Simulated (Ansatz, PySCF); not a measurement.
C2H3BCl2O2 (SMILES CC(=O)OB(Cl)Cl), singlet, geometry from GFN2-xTB. Base run: CASSCF(6,6)/STO-3G in PySCF.

PySCF was given this input:
```python
from pyscf import gto, scf, mcscf
import numpy

mol = gto.Mole()
mol.atom = '''
    B    -0.364389    0.603335    0.201147
    Cl    0.811168    1.670876   -0.470242
    Cl   -1.760357    1.225933    0.997539
    O    -0.310740   -0.743918    0.095060
    C     0.718361   -1.566920   -0.308410
    C     0.190857   -2.915294   -0.679448
    O     1.854578   -1.212952   -0.312446
    H     1.013254   -3.570674   -0.948376
    H    -0.497835   -2.815451   -1.515688
    H    -0.363264   -3.328058    0.160516
'''
mol.basis = 'sto-3g'
mol.charge = 0
mol.spin = 0
mol.verbose = 4
mol.build()

mf = scf.RHF(mol)
mf.kernel()
mc = mcscf.CASSCF(mf, 6, 6)
mc.fix_spin_(ss=0.0)
mc.kernel()
occ = numpy.linalg.eigvalsh(mc.fcisolver.make_rdm1(mc.ci, mc.ncas, mc.nelecas))[::-1]
ss = mc.fcisolver.spin_square(mc.ci, mc.ncas, mc.nelecas)[0]
print('natural occupations', occ.round(4), ' <S^2>', round(ss, 4))
```

Programs used: Ansatz (an electronic-structure program), PySCF; a row that names a program was run with it.

Each row names what was changed in the base input (with any setting that the change needs).

```csv
change,ΔE vs base (kcal/mol),natural occupations,<S^2> of the state,outcome
base,0.000,1.98 1.98 1.91 0.09 0.02 0.01,0.00,converged
"active space = 8 electrons, 9 orbitals",-14.53,1.98 1.98 1.97 1.91 0.09 0.03 0.02 0.02 0.00,0.00,converged
"active space = 6 electrons, 4 orbitals",28.63,2.00 2.00 1.90 0.11,0.00,converged
code = ansatz,-1.32,-,-,converged
solver = newton,2.91,1.99 1.98 1.91 0.09 0.02 0.01,0.00,converged
"active space = 10 electrons, 8 orbitals",-,-,-,not converged
"active space = 6 electrons, 7 orbitals",-1.53,1.99 1.98 1.91 0.09 0.02 0.01 0.00,0.00,converged
"code = ansatz; correction = SC-NEVPT2, all electrons",-108.8,-,-,converged
state_average = 2 states,13.55,-,-,converged
"active space = 8 electrons, 6 orbitals",21.39,2.00 2.00 1.98 1.90 0.10 0.02,0.00,converged
start = MP2 natural orbitals,8.60,1.98 1.98 1.89 0.11 0.02 0.02,0.00,converged
```

Active orbitals are taken around the Fermi level unless the row says otherwise; CASSCF can end in different local minima, and two programs can end on different orbitals. State-averaged rows give the lowest state.
